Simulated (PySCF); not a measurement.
SMILES F[Si](F)(F)c1ccc([SiH3])cc1 (C6H7F3Si2), GFN2-xTB optimised geometry.

```
18

Si    -3.40     0.01     0.00
C     -1.51     0.01     0.00
C     -0.79     1.04     0.61
C      0.60     1.04     0.62
C      1.32    -0.01     0.04
C      0.60    -1.04    -0.57
C     -0.79    -1.02    -0.58
Si     3.18    -0.01     0.04
F      3.82     0.71     1.31
F      3.82    -1.46     0.03
F      3.87     0.72    -1.19
H     -3.87    -0.68     1.20
H     -3.86    -0.69    -1.20
H     -3.86     1.40     0.00
H     -1.32     1.86     1.07
H      1.13     1.84     1.10
H      1.13    -1.86    -1.03
H     -1.32    -1.84    -1.06
```

Density from PBE0/def2-SVP in PySCF 2.14.0 at that geometry.

Minimum of the electron density along straight lines between bonded atoms, close to the bond critical point (lines longer than 1.1 times the sum of covalent radii, or with two minima, are not listed):

```tsv
bond	length / Å	ρ at the minimum / e bohr⁻³	∇²ρ there / e bohr⁻⁵	position (fraction from the first atom)
Si1–C2	1.890	0.112	0.34	0.38
C2–C3	1.392	0.307	-0.77	0.50
C3–C4	1.381	0.314	-0.81	0.50
C4–C5	1.397	0.303	-0.75	0.50
C5–C6	1.397	0.303	-0.75	0.50
C2–C7	1.392	0.307	-0.77	0.50
C6–C7	1.381	0.314	-0.81	0.50
C5–Si8	1.861	0.124	0.33	0.62
Si8–F9	1.589	0.126	1.20	0.42
Si8–F10	1.588	0.126	1.20	0.42
Si8–F11	1.590	0.126	1.19	0.42
Si1–H12	1.465	0.117	0.32	0.49
Si1–H13	1.464	0.117	0.32	0.49
Si1–H14	1.464	0.117	0.32	0.49
C3–H15	1.081	0.284	-1.09	0.63
C4–H16	1.080	0.285	-1.10	0.63
C6–H17	1.080	0.285	-1.10	0.63
C7–H18	1.081	0.284	-1.09	0.63
```
